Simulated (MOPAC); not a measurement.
Job for MOPAC: AM1 on AlH4NO2 (SMILES [NH2][Al]([OH])[OH]), a point of a torsion scan.

```
AM1 1SCF PRECISE CHARGE=0 THREADS=1
AlH4NO2

N      1.36406902 1     0.00012313 1     0.25065353 1
Al     0.25656834 1     0.25151042 1    -1.12526511 1
O     -0.36233857 1     1.73287358 1    -1.51770039 1
O     -0.18278149 1    -1.10220963 1    -1.96056441 1
H      2.00489558 1     0.70172625 1     0.58650044 1
H      1.74635167 1    -0.91534007 1     0.42781525 1
H     -0.46308568 1     2.66086412 1    -1.37287207 1
H     -0.68695707 1    -1.53887281 1    -2.63103462 1
```

It printed:

```
*******************************************************************************
 **                                                                           **
 **                              MOPAC v23.2.5                                **
 **                                                                           **
 *******************************************************************************
 ** MOPAC's Digital Object Identifier: https://doi.org/10.5281/zenodo.6511958 **
 **                                                                           **
 ** Please cite the open-source release paper for use of this MOPAC version:  **
 ** J. E. Moussa and J. J. P. Stewart (2026)                                  **
 ** MOPAC: An open-source semiempirical molecular orbital program             **
 ** J. Open Source Softw., 11(119), 8025, https://doi.org/10.21105/joss.08025 **
 *******************************************************************************

                              AM1 CALCULATION RESULTS

 *******************************************************************************
 *  AM1        - The AM1 Hamiltonian to be used
 *
 *
 *
 *                 CHARGE ON SYSTEM = 0
 *
 *
 *
 *  PRECISE    - TIGHTER CRITERIA TO BE USED
 *  1SCF       - DO 1 SCF AND THEN STOP
 *  THREADS=1  - MULTI-THREADING NOT USED
 *  T=         - A TIME OF 172800.0 SECONDS REQUESTED
 *  DUMP=N     - RESTART FILE WRITTEN EVERY 7200.0 SECONDS REQUESTED
 *******************************************************************************
AM1 1SCF PRECISE CHARGE=0 THREADS=1
 AlH4NO2

   ATOM   CHEMICAL          X               Y               Z
  NUMBER   SYMBOL      (ANGSTROMS)     (ANGSTROMS)     (ANGSTROMS)

     1       N          1.36406902  *   0.00012313  *   0.25065353  *
     2      Al          0.25656834  *   0.25151042  *  -1.12526511  *
     3       O         -0.36233857  *   1.73287358  *  -1.51770039  *
     4       O         -0.18278149  *  -1.10220963  *  -1.96056441  *
     5       H          2.00489558  *   0.70172625  *   0.58650044  *
     6       H          1.74635167  *  -0.91534007  *   0.42781525  *
     7       H         -0.46308568  *   2.66086412  *  -1.37287207  *
     8       H         -0.68695707  *  -1.53887281  *  -2.63103462  *



          CARTESIAN COORDINATES

    NO.       ATOM           X           Y           Z

     1         N          1.3641      0.0001      0.2507
     2        Al          0.2566      0.2515     -1.1253
     3         O         -0.3623      1.7329     -1.5177
     4         O         -0.1828     -1.1022     -1.9606
     5         H          2.0049      0.7017      0.5865
     6         H          1.7464     -0.9153      0.4278
     7         H         -0.4631      2.6609     -1.3729
     8         H         -0.6870     -1.5389     -2.6310

  H: (AM1): M.J.S. DEWAR ET AL, J. AM. CHEM. SOC. 107 3902-3909 (1985)
  N: (AM1): M.J.S. DEWAR ET AL, J. AM. CHEM. SOC. 107 3902-3909 (1985)
  O: (AM1): M.J.S. DEWAR ET AL, J. AM. CHEM. SOC. 107 3902-3909 (1985)
 Al: (AM1): M. J. S. Dewar, A. J. Holder, Organometallics, 9, 508-511 (1990).

           Empirical Formula: H4 N O2 Al  =     8 atoms



      MOLECULAR POINT GROUP   :   C1


      RHF CALCULATION, NO. OF DOUBLY OCCUPIED LEVELS = 12


 -------------------------------------------------------------------------------
 AM1 1SCF PRECISE CHARGE=0 THREADS=1
 AlH4NO2



     1SCF WAS SPECIFIED, SO BFGS WAS NOT USED
     SCF FIELD WAS ACHIEVED


                              AM1 CALCULATION
                                                       MOPAC v23.2.5 Linux




          FINAL HEAT OF FORMATION =       -130.70237 KCAL/MOL =    -546.85872 KJ/MOL


          COSMO AREA              =        104.72 SQUARE ANGSTROMS
          COSMO VOLUME            =         88.46 CUBIC ANGSTROMS

          IONIZATION POTENTIAL    =          9.482316 EV
          HOMO LUMO ENERGIES (EV) =         -9.482  0.786
          NO. OF FILLED LEVELS    =         12
          MOLECULAR WEIGHT        =         77.0186         POINT GROUP:  C1

          MOLECULAR DIMENSIONS (Angstroms)

            Atom       Atom       Distance
            H     8    H     5     4.75593
            H     7    H     6     4.50541
            N     1    H     5     0.31037


          SCF CALCULATIONS        =          1





   ATOM   CHEMICAL          X               Y               Z
  NUMBER   SYMBOL      (ANGSTROMS)     (ANGSTROMS)     (ANGSTROMS)

     1       N          1.36406902  *   0.00012313  *   0.25065353  *
     2      Al          0.25656834  *   0.25151042  *  -1.12526511  *
     3       O         -0.36233857  *   1.73287358  *  -1.51770039  *
     4       O         -0.18278149  *  -1.10220963  *  -1.96056441  *
     5       H          2.00489558  *   0.70172625  *   0.58650044  *
     6       H          1.74635167  *  -0.91534007  *   0.42781525  *
     7       H         -0.46308568  *   2.66086412  *  -1.37287207  *
     8       H         -0.68695707  *  -1.53887281  *  -2.63103462  *

                             CARTESIAN COORDINATES

   1    N        1.364069020     0.000123130     0.250653530
   2   Al        0.256568340     0.251510420    -1.125265110
   3    O       -0.362338570     1.732873580    -1.517700390
   4    O       -0.182781490    -1.102209630    -1.960564410
   5    H        2.004895580     0.701726250     0.586500440
   6    H        1.746351670    -0.915340070     0.427815250
   7    H       -0.463085680     2.660864120    -1.372872070
   8    H       -0.686957070    -1.538872810    -2.631034620


           Empirical Formula: H4 N O2 Al  =     8 atoms



      MOLECULAR POINT GROUP   :   C1


                  EIGENVALUES
 -34.93663 -34.79065 -31.10507 -18.24654 -17.51585 -15.32382 -14.27736 -12.87145
 -11.87182 -11.51274 -11.27242  -9.48232   0.78587   1.69083   2.80486   3.53782
   5.92952   6.67771   7.26142   7.45064


              NET ATOMIC CHARGES AND DIPOLE CONTRIBUTIONS

  ATOM NO.   TYPE          CHARGE      No. of ELECS.   s-Pop       p-Pop
    1          N          -0.583067        5.5831     1.52689     4.05617
    2         Al           1.005514        1.9945     0.69701     1.29748
    3          O          -0.668529        6.6685     1.76893     4.89960
    4          O          -0.642220        6.6422     1.76971     4.87251
    5          H           0.165306        0.8347     0.83469
    6          H           0.165043        0.8350     0.83496
    7          H           0.278765        0.7212     0.72124
    8          H           0.279189        0.7208     0.72081
 DIPOLE           X         Y         Z       TOTAL
 POINT-CHG.     0.581     0.381     0.223     0.730
 HYBRID        -0.009     0.326    -0.475     0.576
 SUM            0.572     0.707    -0.252     0.943


          ATOMIC ORBITAL ELECTRON POPULATIONS

     Atom    s        px        py        pz
    1  N   1.52689   1.42599   1.08881   1.54137
    2 Al   0.69701   0.45435   0.39922   0.44391
    3  O   1.76893   1.82988   1.23736   1.83236
    4  O   1.76971   1.70672   1.59551   1.57028
    5  H   0.83469
    6  H   0.83496
    7  H   0.72124
    8  H   0.72081

 **********************
 *                    *
 * JOB ENDED NORMALLY *
 *                    *
 **********************




 == MOPAC DONE ==
```

The run finished.

Cost: very roughly 0.03 core-seconds.
